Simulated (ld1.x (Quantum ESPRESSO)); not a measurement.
# Varying the TM potential for Rh

Base potential:

```json
{
 "Element": "rhodium",
 "Generator": "ld1.x (Quantum ESPRESSO) 7.5",
 "Type": "norm-conserving Troullier–Martins (Kleinman–Bylander form)",
 "Functional": "PBE",
 "Relativity": "scalar-relativistic",
 "Frozen core": "[Ar] 3d10",
 "Valence charge": "17",
 "Reference configuration": "4s2 4p6 4d7 5s0 5p0 (charge +2)",
 "Partial waves": "4s (bound): rc 1.65 bohr; 4p (bound): rc 1.20 bohr; 4d (bound): rc 1.70 bohr",
 "Local potential": "the d channel",
 "Core correction": "Bessel-smoothed model core inside 1.05 bohr"
}
```

Cutoffs, loose and tight: the cutoffs (Ry, on a coarse ladder) from which the occupation-weighted sum of valence levels, in a spherical-Bessel basis at the reference potential, stays within 10 and 1 mRy of its value at 400 Ry. They do not see the model core or the augmentation charge, which bear on the density cutoff. Test errors are all-electron minus pseudo excitation energies from the reference, over the configurations 4s2 4p6 4d8 5s1 5p0; 4s2 4p6 4d8 5s0 5p0; 4s2 4p6 4d6 5s0 5p0; 4s2 4p6 4d7 5s1 5p0; 4s2 4p5 4d8 5s1 5p0; 4s2 4p6 4d7 5s1 5p1; 4s2 4p6 4d9 5s0 5p0. A dash means not determined; rows that change the core or the reference have their own tests.

A true bound ghost makes a file unfit for plane-wave use even where its test errors are small: the radial tests pick states by their node count and pass the ghost by.

Cutoffs are not given where the Bessel-basis levels miss the radial ones by over 6 mRy, ghosts where they miss by over 20 mRy; a channel whose overlap is not positive is not tested.

On the changes marked as counting shells twice: ld1.x takes every shell without a wave as core, so the model core holds the marked electrons as well and exchange and correlation see them twice. This cancels in the reference configuration, but the file is broken for other ones, and its errors say nothing about a proper core correction.

```csv
change,outcome,"cutoff, loose","cutoff, tight",bound ghosts,largest test error (meV)
base,generated,110 Ry,160 Ry,none,+1071
wave 4s (bound): rc 1.65 bohr becomes 4s (bound): rc 1.84 bohr,generated,110 Ry,160 Ry,none,+1956
functional PBEsol,generated,110 Ry,160 Ry,none,+1091
core correction Bessel-smoothed model core inside 1.38 bohr,generated,110 Ry,160 Ry,none,+1088
reference 4s2 4p6 4d8 5s1 5p0 (5s counted twice),"generated, misses its reference levels by 0.63 eV",110 Ry,160 Ry,none,-2914
"all radii but the core radius scaled by about 1.39 (s 2.30, p 1.66, d 2.36 bohr)",generated,45 Ry,70 Ry,none,+4295
wave 4d (bound): rc 1.70 bohr becomes 4d (bound): rc 1.90 bohr,generated,110 Ry,160 Ry,none,+1118
wave 4d (bound): rc 1.70 bohr becomes 4d (bound): rc 1.66 bohr,generated,110 Ry,160 Ry,none,+1071
local potential the s channel,generated,110 Ry,160 Ry,none,+2602
```

(1) What comes out with this change to the base: type ultrasoft; waves now 4s (bound): rcut 1.45, rcutus 1.65 bohr; 5s (bound): rcut 1.45, rcutus 1.65 bohr; 4p (bound): rc 1.20 bohr; 5p (bound): rc 1.20 bohr; 4d (bound): rcut 1.50, rcutus 1.70 bohr; 4d channel at -0.85 Ry: rcut 1.50, rcutus 1.70 bohr; local potential all-electron potential smoothed inside 1.35 bohr (lloc = -1); augmentation built from norm-conserving waves at rcut, not smoothed further?

(2) What comes out with this change to the base: all radii but the core radius scaled by about 0.86 (s 1.42, p 1.04, d 1.46 bohr)?

(3) What comes out with this change to the base: core [Ar] 3d10 4s2, valence charge 15; reference 4p6 4d8 5s1 5p0; waves now 5s (bound): rc 1.90 bohr; 4p (bound): rc 1.35 bohr; 4d (bound): rc 1.80 bohr; core correction Bessel-smoothed model core inside 1.10 bohr?

## Answers

(1) outcome: generated; bound ghosts: not determined; largest test error (meV): test run stopped at test 1 of 7 (negative rho).

(2) outcome: generated; cutoff, loose: 140 Ry; cutoff, tight: 180 Ry; bound ghosts: none; largest test error (meV): +384.

(3) outcome: generated; cutoff, loose: 70 Ry; cutoff, tight: 120 Ry; bound ghosts: s; largest test error (meV): -25.
